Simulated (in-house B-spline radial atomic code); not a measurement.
Rb⁻. Computed with a B-spline radial atomic code. Model: all-electron spherical atom, spin shells full or empty, radial basis limit, no spin-orbit coupling: exact exchange with a local potential (Slater, KLI or optimised effective potential, whose far tail is KLI's), no correlation.

Anion configuration assumed.

The run also made RPA and GW results, which its time includes.

The Slater potential averages the orbital exchange potentials with the orbital densities as weights, KLI adds orbital constants, and the optimised effective potential minimises the exact-exchange energy among local potentials. So their energies lie above Hartree-Fock in the order OEP, KLI, Slater. All fall off as −1/r, unlike LDA and GGA exchange.

Command:
```bash
python run_gw.py task.json out
```
Settings (lengths in bohr, energies in hartree):
```
Z                      37
electrons              38
configuration          [Kr] 5s2
hamiltonian            nr
method                 slater
lmax                   9
spin_polarised         False
box_radius             60
intervals              83
ion_configuration      [Kr] 5s1
```

Cost of the run: 11 s on 1 thread of Intel(R) Xeon(R) 6975P-C (Granite Rapids), on a shared host.

Given: hamiltonian non-relativistic; mean-field start Slater potential.

Computed: energy above Hartree-Fock 339.66 millihartree; virial ratio -E/T less 1 -0.013424.

```csv
radius (bohr),r times exchange potential (hartree bohr)
0.00135,-0.051539
0.00175,-0.066738
0.00228,-0.08679
0.00295,-0.11198
0.00383,-0.14469
0.00498,-0.18671
0.00646,-0.23933
0.00838,-0.30476
0.0109,-0.38517
0.0141,-0.47769
0.0183,-0.58251
0.0238,-0.69238
0.0309,-0.7929
0.0401,-0.86536
0.052,-0.89247
0.0675,-0.90711
0.0876,-1.0034
0.114,-1.1835
0.148,-1.3485
0.192,-1.4036
0.249,?
0.323,?
0.419,-1.6686
0.544,-1.8282
0.706,-1.7566
0.916,-1.4481
1.19,-1.3238
1.54,-1.4195
2,-1.4336
2.6,-1.2783
3.37,-0.95741
4.38,-0.82834
5.68,-0.87997
7.37,-0.93969
9.57,-0.97611
12.4,-0.99261
16.1,-0.99835
```

Task: What belongs in the row 0.249?

Result: r times exchange potential (hartree bohr): -1.3321.

Task: What belongs in the row 0.323?

Result: r times exchange potential (hartree bohr): -1.4107.

| occupied | level (hartree) | Hartree-Fock level (hartree) |
| --- | --- | --- |
| 1s | -547.62 | -551.34 |
| 2s | -73.107 | -74.937 |
| 2p | -66.746 | -67.794 |
| 3s | -11.166 | -12.021 |
| 3p | -8.8014 | -9.3753 |
| 3d | ? | ? |
| 4s | ? | ? |
| 4p | -0.64155 | -0.69754 |
| 5s | -0.015449 | -0.0095312 |

Task: What belongs in the row 3d?

Result: level (hartree): -4.4828; Hartree-Fock level (hartree): -4.6199.

Task: What belongs in the row 4s?

Result: level (hartree): -1.2083; Hartree-Fock level (hartree): -1.4111.

The highest level, 5s, differs from Hartree-Fock by -0.16 eV and the deepest, 1s, by +101 eV: the Slater potential lacks the response part and is deeper than the optimised one throughout, so the top level comes too deep.
